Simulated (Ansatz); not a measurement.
# A relaxation, step by step

H$_{3}$TeO (charge -1), singlet, PBE0-D4/def2-TZVPD (Ansatz 0.2.0). Settings:

```yaml
hamiltonian: {xc: pbe0, dispersion: d4}
relax: {f_tol: 0.005, max_steps: 200}
```

Start:

```
atom    x (Å)    y (Å)    z (Å)
  O1   0.0736  -0.2431  -1.7406
  H2   0.1825   0.6940  -1.9843
 Te3   0.4989  -0.2429   0.5955
  H4  -1.1662  -0.0131   0.7136
  H5   0.4112  -0.1948   2.4159
```

```json
{"step": "1", "energy less the last (meV)": "32.0", "largest force component (eV/Å)": "0.615"}
{"step": "2", "energy less the last (meV)": "12.8", "largest force component (eV/Å)": "0.396"}
{"step": "3", "energy less the last (meV)": "0.9", "largest force component (eV/Å)": "0.099"}
{"step": "4", "energy less the last (meV)": "0.4", "largest force component (eV/Å)": "0.058"}
{"step": "5", "energy less the last (meV)": "0.0", "largest force component (eV/Å)": "0.020"}
{"step": "6", "energy less the last (meV)": "0.0", "largest force component (eV/Å)": "0.008"}
{"step": "7", "energy less the last (meV)": "0.0", "largest force component (eV/Å)": "0.001"}
```

Step 2, positions (Å) and forces (eV/Å):

```csv
atom,x,y,z,Fx,Fy,Fz
O1,0.039,-0.242,-1.654,0.039,0.241,-0.181
H2,0.178,0.679,-1.906,-0.044,-0.208,0.000
Te3,0.510,-0.237,0.580,0.310,-0.097,-0.271
H4,-1.116,-0.015,0.648,-0.271,0.034,0.056
H5,0.388,-0.185,2.332,-0.033,0.030,0.396
```

Step 4, positions (Å) and forces (eV/Å):

```tsv
atom	x	y	z	Fx	Fy	Fz
O1	0.060	-0.240	-1.680	0.012	0.058	0.023
H2	0.171	0.681	-1.939	-0.009	-0.044	-0.001
Te3	0.506	-0.239	0.581	-0.004	-0.022	-0.029
H4	-1.135	-0.009	0.667	0.021	-0.005	0.018
H5	0.398	-0.193	2.371	-0.020	0.013	-0.011
```

Step 5, positions (Å) and forces (eV/Å):

```csv
atom,x,y,z,Fx,Fy,Fz
O1,0.067,-0.240,-1.679,-0.001,-0.001,0.011
H2,0.160,0.681,-1.936,0.002,0.002,-0.004
Te3,0.510,-0.246,0.578,0.017,0.000,0.002
H4,-1.127,-0.004,0.668,-0.020,0.002,-0.004
H5,0.390,-0.191,2.368,0.004,-0.002,-0.004
```

Last step (7):

O1  (0.063, -0.238, -1.676)
H2  (0.165, 0.681, -1.939)
Te3  (0.509, -0.244, 0.578)
H4  (-1.130, -0.007, 0.669)
H5  (0.392, -0.191, 2.368)
(Å)

Hardware: 2 CPU threads, shared host. Wall time about 14 s.
